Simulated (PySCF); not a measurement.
Species: GaF3.
SMILES: `[Ga]([F])([F])[F]`

The closed-shell ground state was solved at several levels (PySCF, density fitting, gas phase). Isolated species at its PBE0-D3(BJ)/def2-SVP geometry, gas phase. The calculation is non-relativistic and has no spin–orbit coupling, an omission that weighs most on gallium. The dipole stays under 0.02 D at every level.

| level | basis functions | HOMO (eV) | LUMO (eV) | gap (eV) |
| --- | --- | --- | --- | --- |
| PBE/pcJ-1 (pcSseg-1 on Ga) | 122 | -9.61 | -3.40 | 6.21 |
| PBE0/def2-SVPD | 107 | -11.97 | -2.64 | 9.33 |
| PBE0/pcSseg-1 (pcSseg-2 on Ga) | 114 | -11.81 | -2.35 | 9.46 |
| PBE/pcSseg-1 (pcSseg-2 on Ga) | 114 | -9.67 | -3.37 | 6.30 |

What might B3LYP/pcSseg-1 (pcSseg-2 on Ga) (114 basis functions) give for the same quantities?

HOMO -11.48 eV, LUMO -2.77 eV, gap 8.71 eV.

Over all these levels, which gives the widest orbital gap and which the narrowest?

PBE0/pcSseg-1 (pcSseg-2 on Ga) (global hybrid, 25 % exact exchange) has the widest, 9.46 eV, and PBE/pcJ-1 (pcSseg-1 on Ga) (GGA) the narrowest, 6.21 eV. Functional and basis both differ between the two, so the spread mixes both effects.

In the pcSseg-1 (pcSseg-2 on Ga) basis, how does the gap go with the fixed share of exact exchange?

PBE (0 %) 6.30 eV; B3LYP (20 %) 8.71 eV; PBE0 (25 %) 9.46 eV. Each rise in the share widens the gap here.
